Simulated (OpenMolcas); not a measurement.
A calculation on Xe II.

```
Program             : OpenMolcas
Method              : SS-RASPT2, IPEA 0.25 Eh, imaginary shift 0.1 Eh (closed shells correlated: 4d)
Basis               : ANO-RCC-VTZP [7s6p4d2f1g]
Scalar Hamiltonian  : DKH2, point nucleus
Active space        : 7 electrons in 9 orbitals (RAS2 5s 5p; RAS3 5d, at most 2 electrons)
State averaging     : 2S+1 = 2 odd, 3 roots; 2S+1 = 2 even, 1 root
Spin-orbit coupling : RASSI with atomic mean-field integrals over the reference wave functions, term energies averaged over their components
```

Q: Which level of the active space comes out lowest?

A: 5s² 5p⁵ ²P°_3/2, with 100 % of that term; it is also the measured ground level.

Q: How high does 5s 5p⁶ ²S_1/2 lie?

A: 96533 cm⁻¹ above the lowest level; measured 90874 cm⁻¹ above the ground level, so the calculation is off by +6 %.

Q: How high does 5s² 5p⁵ ²P°_1/2 lie?

A: 9350 cm⁻¹ above the lowest level; measured 10537 cm⁻¹ above the ground level, so the calculation is off by -11 %.

Measured values: NIST Handbook of Basic Atomic Spectroscopic Data.

Active for correlation alone: 5d; no level in the range computed is led by a configuration that fills it, so any true level of that kind is missing. Some terms mix strongly with configurations of 5d, whose occupation reaches 0.32 (5s 5p⁶ ²S). Computed and measured levels are paired by configuration, term and J; levels that our copy of the source lacks, or whose pairing is in doubt (as where it misses far off the trend of its configuration), stay unpaired and out of the deviations. Only configurations of the active space appear.

° marks odd parity.
